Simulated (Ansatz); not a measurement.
A nudged elastic band was laid between two geometries of CH$_{4}$BFS (8 atoms, charge 0, multiplicity 1).

All numbers below come from RKS r2SCAN-D4/6-31G* in Ansatz 0.2.0.

```yaml
movable_images: 7
climbing_image: yes
spring: 5.0 eV/Å²
optimiser: quadratic models (default)
start_path: IDPP
force_threshold: 0.03 eV/Å
iteration_limit: 60
end_points: relaxed
```

Image 0:

```xyz
8
Properties=species:S:1:pos:R:3
C -0.472 1.041 -0.513
S 1.012 0.475 0.396
B 0.655 -1.269 0.634
F 1.550 -2.013 1.278
H -0.167 1.424 -1.491
H -0.953 1.841 0.056
H -1.175 0.215 -0.647
H -0.358 -1.772 0.231
```

Image 8:

```xyz
8
Properties=species:S:1:pos:R:3
C -0.987 0.760 0.025
S 0.304 0.089 1.134
B 1.252 -0.944 0.011
F 2.299 -1.604 0.497
H -0.853 0.380 -0.991
H -0.919 1.851 0.018
H -1.969 0.461 0.400
H 0.966 -1.051 -1.149
```

Q: Which bonds break or form, and what moves?

A: No bond is made or broken. The dihedral H5–C1–S2–B3 goes from -119 to 0°. The two ends are copies of one structure, up to a mirror image or an exchange of like atoms.

Q: Give the energies along the band, and the barrier.

A: It converged. The highest image is number 4 of 0 to 8, 0.010 eV above the ends, which have the same energy within 2 meV. A vibrational analysis at the climbing image gives one clearly imaginary mode, 64i cm⁻¹: a first-order saddle point.

| image | path coordinate (Å) | energy (eV) | dihedral H5–C1–S2–B3 (°) |
| --- | --- | --- | --- |
| 0 | 0.00 | 0.000 | -119 |
| 1 | 0.37 | 0.002 | -103 |
| 2 | 0.74 | 0.006 | -88 |
| 3 | 1.11 | 0.009 | -73 |
| 4 | 1.48 | 0.010 | -58 |
| 5 | 1.82 | 0.008 | -44 |
| 6 | 2.16 | 0.005 | -30 |
| 7 | 2.50 | 0.002 | -15 |
| 8 | 2.84 | 0.000 | 0 |

Q: What is the geometry of the highest image?

A: 
```xyz
8
Properties=species:S:1:pos:R:3:forces:R:3
C -0.751 0.963 -0.196 0.02 0.00 0.01
S 0.626 0.459 0.904 -0.01 0.00 -0.01
B 0.978 -1.183 0.267 0.00 0.00 0.00
F 1.950 -1.890 0.836 0.00 0.00 0.00
H -0.439 0.938 -1.242 0.00 0.00 0.00
H -1.016 1.988 0.075 0.00 0.01 0.00
H -1.619 0.317 -0.048 0.00 0.00 0.00
H 0.363 -1.650 -0.652 0.00 0.00 0.00
```

Time of the run: 94 s on 1 thread of Intel(R) Xeon(R) 6975P-C (Granite Rapids) (shared host), peak memory 0.14 GiB.
